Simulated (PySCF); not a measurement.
An unknown gives this computed stick spectrum. Method used: TDDFT CAM-B3LYP/def2-SVPD, vertical, gas phase, core orbitals frozen in the response (PySCF). Geometries: PBE0-D3(BJ)/def2-SVP, one conformer each.

```tsv
state	E (eV)	f
S1	5.71	0.045
S2	5.87	0.032
S3	6.23	0.051
S4	6.43	0.023
S5	6.73	0.040
S6	6.77	0.016
```

Question: Which candidate is it?
A. `c1oncc1[S@@](=O)C`
B. `C1C[C@H]2[C@H](CO)C[C@@H]1C2`
C. `c1c(S)ccc(c1)C=C`

Answer: A. Its S1 lies at 5.71 eV; the nearest of the others has S1 at 4.58 eV. S1 is HOMO→LUMO (75%), HOMO→LUMO+3 (15%). Löwdin shares by element: HOMO oxygen 45% or more, sulfur 29%, carbon 15% or more; LUMO carbon 37% or more, nitrogen 20%, oxygen 17% or more (atoms not listed hold the other 26%). At the same level the other candidates give, for their lowest levels:
- `C=Cc1ccc(S)cc1`: 4.58 eV (f 0.337); 4.81 eV (f 0.252); 5.07 eV (f 0.001); 5.87 eV (f 0.017); 6.00 eV (f 0.134); HOMO -7.26, LUMO -0.22 eV
- `OC[C@@H]1C[C@H]2CC[C@@H]1C2`: 6.93 eV (f 0.007); 7.87 eV (f 0.023); 8.15 eV (f 0.006); 8.23 eV (f 0.002); 8.44 eV (f 0.057); T1 6.64 eV; HOMO -9.06, LUMO 1.11 eV

The values belong to the conformer `[CH3:1][S@:2](=[O:3])[c:4]1[cH:5][n:6][o:7][cH:8]1`: C1–S2–C4–C5 -72°.
Triplets come from the Tamm–Dancoff approximation.
